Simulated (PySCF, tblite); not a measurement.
Isomers of C7H9NOSi. Level: GFN2-xTB in tblite, geometry and Hessian alike; calculated harmonic values, unscaled, isolated species. The method is semi-empirical: single wavenumbers can be off by several per cent or more. Modes of hydrogen on silicon can be 10 to 20 % off. One conformer each.

Electronic energies: PBE0/pcSseg-1 single points on the GFN2-xTB geometries (PySCF, gas phase).

| SMILES | electronic energy, lowest = 0 (kJ/mol) |
| --- | --- |
| N#C/C=C\C1=CC[SiH2]CO1 | 64.6 |
| C=CC1=C([Si@@H](C#N)OC)C1 | 101.5 |
| C#C[C@@H]1[SiH2]CCO[C@@H]1C#N | 168.4 |
| CCC1=C[SiH2]C(C#N)=CO1 | 0.0 |

Q: How do GFN2-xTB zero-point energies change the relative energies?

A: 
```json
{"SMILES": "CCC1=C[SiH2]C(C#N)=CO1", "ZPE (kJ/mol)": "364.4", "of it from modes above 1550 cm⁻¹": "187.1", "electronic (kJ/mol)": "0.0", "with ZPE, lowest = 0 (kJ/mol)": "0.0", "lowest mode (cm⁻¹)": "35", "rings": "1"}
{"SMILES": "N#C/C=C\\C1=CC[SiH2]CO1", "ZPE (kJ/mol)": "360.6", "of it from modes above 1550 cm⁻¹": "186.1", "electronic (kJ/mol)": "64.6", "with ZPE, lowest = 0 (kJ/mol)": "60.8", "lowest mode (cm⁻¹)": "36", "rings": "1"}
{"SMILES": "C=CC1=C([Si@@H](C#N)OC)C1", "ZPE (kJ/mol)": "359.9", "of it from modes above 1550 cm⁻¹": "193.2", "electronic (kJ/mol)": "101.5", "with ZPE, lowest = 0 (kJ/mol)": "97.0", "lowest mode (cm⁻¹)": "19", "rings": "1"}
{"SMILES": "C#C[C@@H]1[SiH2]CCO[C@@H]1C#N", "ZPE (kJ/mol)": "360.8", "of it from modes above 1550 cm⁻¹": "181.1", "electronic (kJ/mol)": "168.4", "with ZPE, lowest = 0 (kJ/mol)": "164.7", "lowest mode (cm⁻¹)": "63", "rings": "1"}
```

The zero-point energies span 4.5 kJ/mol, from `C=CC1=C([Si@@H](C#N)OC)C1` to `CCC1=C[SiH2]C(C#N)=CO1`. The order is unchanged.

Q: And how do the electronic energies of GFN2-xTB itself compare?

A: `CCC1=C[SiH2]C(C#N)=CO1` 0.0; `N#C/C=C\C1=CC[SiH2]CO1` 70.2; `C=CC1=C([Si@@H](C#N)OC)C1` 156.1; `C#C[C@@H]1[SiH2]CCO[C@@H]1C#N` 141.0 kJ/mol, lowest = 0. Against the energies above, taken from the same isomer `CCC1=C[SiH2]C(C#N)=CO1`, the largest difference is 54.6 kJ/mol.

Q: What do entropy and thermal enthalpy add at 298.15 K and 1 bar (rigid rotor, harmonic oscillator, one conformer each)?

A: 
```csv
SMILES,point group,symmetry number,S (J/(mol K)),H − H(0) (kJ/mol),ZPE + H − H(0) − TS (kJ/mol)
CCC1=C[SiH2]C(C#N)=CO1,C1,1,434.8,31.45,266.3
N#C/C=C\C1=CC[SiH2]CO1,C1,1,428.7,30.70,263.5
C#C[C@@H]1[SiH2]CCO[C@@H]1C#N,C1,1,423.6,31.15,265.6
```

Not tabulated: `C=CC1=C([Si@@H](C#N)OC)C1` (lowest mode only 19 cm⁻¹).
